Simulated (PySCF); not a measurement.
## Stretching GdI

Set-up: Gd x2c-SVPall, I x2c-SVPall; spin-free X2C with a Gaussian nucleus (PySCF 2.14). Energies in eV from Gd (4f7 5d1 6s2) + I in their ground configurations at the same level. State: octet, about 7.0 electrons in the 4f shell (Mulliken).

```json
{"R (Å)": "2.411", "PBE0": "-2.794"}
{"R (Å)": "2.524", "PBE0": "-3.400"}
{"R (Å)": "2.636", "PBE0": "-3.721"}
{"R (Å)": "2.720", "PBE0": "-3.829"}
{"R (Å)": "2.804", "PBE0": "-3.854"}
{"R (Å)": "2.888", "PBE0": "-3.818"}
{"R (Å)": "3.000", "PBE0": "-3.704"}
{"R (Å)": "3.140", "PBE0": "-3.491"}
{"R (Å)": "3.309", "PBE0": "-3.182"}
{"R (Å)": "3.533", "PBE0": "-2.740"}
```

Question: Put a parabola through the three lowest points of the PBE0 curve and estimate Re, k and ωe (reduced mass 70.36 u; 1 eV/Å² = 0.16022 mdyn/Å; ωe = 1302.8·√(k/μ) cm⁻¹).

Answer: Through R = 2.72, 2.804, 2.888 Å the second-order coefficient is 4.32 eV/Å², so Re ≈ 2.796 Å, k ≈ 1.39 mdyn/Å and ωe ≈ 183 cm⁻¹. A polynomial fit of higher order to the unrounded PBE0 energies gives Re = 2.793 Å, k = 1.43 mdyn/Å, ωe = 186 cm⁻¹; anharmonicity and rounding make the difference.

The higher-order fit for each curve: PBE0: Re = 2.793 Å, ωe = 186 cm⁻¹, De = 3.85 eV.

⟨S²⟩ of the unrestricted solution departs from its pure value on part of the curve, where spin states mix. These are scalar-relativistic numbers at best; spin–orbit coupling would shift them, the dissociation energy most. With d or f electrons several states lie close, and the lowest PBE0 determinant need not be the measured ground state.
